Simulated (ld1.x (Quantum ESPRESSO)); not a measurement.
## Which setting gave this result? (boron (B), TM semilocal)

Base potential:

```
Element                 : B
Generator               : ld1.x (Quantum ESPRESSO) 7.5
Type                    : norm-conserving Troullier–Martins (semilocal form)
Functional              : PBE
Relativity              : scalar-relativistic
Frozen core             : [He]
Valence charge          : 3
Reference configuration : 2s2 2p1
Partial waves           : 2p (bound): rc 2.70 bohr; 3d channel at 0.05 Ry: rc 2.40 bohr; 2s (bound): rc 1.50 bohr
Local potential         : the s channel
Core correction         : none
```

Cutoffs, loose and tight: the cutoffs (Ry, on a coarse ladder) from which the occupation-weighted sum of valence levels, in a spherical-Bessel basis at the reference potential, stays within 10 and 1 mRy of its value at 400 Ry. They do not see the model core or the augmentation charge, which bear on the density cutoff. Test errors are all-electron minus pseudo excitation energies from the reference, over the configurations 2s2 2p0; 2s1 2p0; 2s2 2p0.5; 2s1 2p2; 2s1 2p1; 2s0 2p3; 2s2 2p1.3; variants that change the core or the reference have their own tests.

Only the s radius is moved:

| s radius (bohr) | cutoff, loose | cutoff, tight | bound ghosts | largest test error (meV) |
| --- | --- | --- | --- | --- |
| 0.94 | 70 Ry | 160 Ry | none | +210 |
| 1.1 | 21 Ry | 70 Ry | none | +205 |
| 1.42 | 21 Ry | 50 Ry | none | +204 |
| 1.6 | 18 Ry | 45 Ry | none | +205 |
| 1.76 | 18 Ry | 40 Ry | none | +204 |
| 1.98 | 15 Ry | 30 Ry | none | +203 |
| 2.08 | 15 Ry | 21 Ry | none | +202 |
| 2.22 | 15 Ry | 18 Ry | none | +202 |

Problem. One more run gave cutoff, loose: 21 Ry; cutoff, tight: 55 Ry; bound ghosts: none; largest test error (meV): +203. Which value of the s radius was used?

Solution. 1.28 bohr. The tight cutoff moves one way along this sweep, from 160 Ry at 0.94 to 18 Ry at 2.22 bohr, which places the run between 1.1 and 1.42 bohr.
